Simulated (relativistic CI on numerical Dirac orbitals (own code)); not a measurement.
Hyperfine structure of Eu³⁰⁺, mass number 153

Calculated at this level of theory: Dirac-Coulomb-Breit CI, separate exchange-only KLI orbitals for each configuration, QED by a radiative potential, unscaled Slater integrals (own radial code, finite nucleus).

CI space (outside the closed core [Ar] 3d10): 4s2 4p3, 4s 4p4, 4s2 4p2 4d, 4p5, 4s 4p3 4d, 4s2 4p2 4f, 4s 4p3 4f, 4p4 4d, 4s 4p2 4d2, 4s2 4p 4d 4f, 4p4 4f, 4s2 4p 4d2, 4s2 4d3, 4s 4p 4d3, 4s2 4d2 4f, 4s 4p 4d2 4f, 4p3 4d2, 4p2 4d3, 4p2 4d2 4f. Double excitations out of closed p, d and f shells are left out; levels of such configurations are missing from the list, as are those of other unlisted configurations, and high levels can miss mixing partners.

Nuclear spin I = 5/2, μ = 1.5294 μN, Q = 2.41 b (tables of Stone and Pyykkö). The electronic factors are computed for point nuclear moments, without core polarisation or the Bohr-Weisskopf and QED corrections.

```tsv
Level	E (cm⁻¹)	A (GHz)	B (GHz)
4s2 4p3 2D°_5/2	314646	41.05	-0.182
4s2 4p3 2P°_1/2	360364	132	
4s2 4p3 2P°_3/2	644965	19.01	-150
4s 4p4 4P_5/2	837904	92.1	45.6
4s 4p4 4P_3/2	1141571	59.87	-105
4s2 4p2 4d 4D_1/2	1195278	13.33
```

Levels with J = 0, under 50 % of one LS term, or S terms without an open s electron are left out. Small factors come from cancelling terms and can be off by tens of per cent or more.

At this charge energies of transitions that change n are usually good to better than 1 %, and those within a shell (Δn = 0) to a few per cent.

Give the hyperfine levels of 4s2 4p3 2P°_1/2 relative to its centre of gravity.

With K = F(F + 1) − I(I + 1) − J(J + 1), E = AK/2: F = 2: -231, F = 3: 165 GHz.

LS names give the leading component of a level, which can be under half, so a name can repeat, a term be missing and a line seem to break the LS rules.
